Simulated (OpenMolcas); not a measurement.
## Pd3+: moving or changing the point charges

Pd3+ among 6 point charges of -1.7 e arranged as a trigonal prism (D3h), 2.1 Å from the ion, with a polar angle of 57.9° against the regular 49.1°.
```
   1.7797    0.0000    1.1148  -1.70
  -0.8898    1.5413    1.1148  -1.70
  -0.8898   -1.5413    1.1148  -1.70
   1.7797    0.0000   -1.1148  -1.70
  -0.8898    1.5413   -1.1148  -1.70
  -0.8898   -1.5413   -1.1148  -1.70
```

```json
{
  "Program": "OpenMolcas",
  "Method": "CASSCF",
  "Basis": "ANO-RCC-VDZP [6s5p3d1f]",
  "Scalar Hamiltonian": "DKH2, point nucleus",
  "Active space": "7 electrons in 5 orbitals (4d)",
  "State averaging": "2S+1 = 4 even, 10 roots; 2S+1 = 2 even, 40 roots",
  "Spin-orbit coupling": "RASSI with atomic mean-field integrals over the reference wave functions"
}
```

Runs around this geometry, states (labels of D3, the rotations of D3h). Energies in cm-1 above the lowest state or level, χT in cm3 K/mol.

```csv
R (Å),q (e),Polar angle / regular,Ground state,First state of that spin,First gap with spin-orbit (degeneracies),χT at 300 K,First state of another spin
2.1,-1.7,1.09,4E,4E 3428,"466.7 (2, 2)",4.133,2E 17001
2.1,-1.36,1.18,4E,4E 1642,"168.6 (2, 2)",4.533,2E 16779
1.94,-1.7,1.18,4E,4E 2627,"382.3 (2, 2)",4.020,2E 17814
2.1,-1.7,1.18,4E,4E 2064,"238.9 (2, 2)",4.377,2E 16944
2.28,-1.7,1.18,4E,4E 1364,"113.1 (2, 2)",4.643,2E 16668
```

Taking the first state of the same spin as R^-n, n = -ln(1364 / 2627) / ln(2.28 / 1.94) = 4.1 between the shortest and longest distance.

Scaling the charges by -1.36 / -1.7 = 0.80 scales the first state of the same spin by 1642 / 2064 = 0.80; with fixed orbitals a first-order splitting would follow the charge.

An orbital doublet at a regular site is open to a Jahn-Teller distortion, which this geometry leaves out. Without dynamic correlation the repulsion within the d shell is too large (B by tens of per cent), so at a given field states of lower spin stand too high. Point charges give a weaker field than real ligands, and real ions of this kind are as a rule low spin; the high spin found here belongs to the model. The ground term spreads over less than 5000 cm-1, several times less than with real ligands, so orbital moments are less quenched and χT lies further from the spin-only value than at real sites (holds for R = 2.1, q = -1.7, ratio = 1.09; R = 2.1, q = -1.36, ratio = 1.18; R = 2.1, q = -1.7, ratio = 1.18; R = 2.28, q = -1.7, ratio = 1.18). This is an electrostatic model: the charges have no orbitals. No measured value stands beside these numbers.
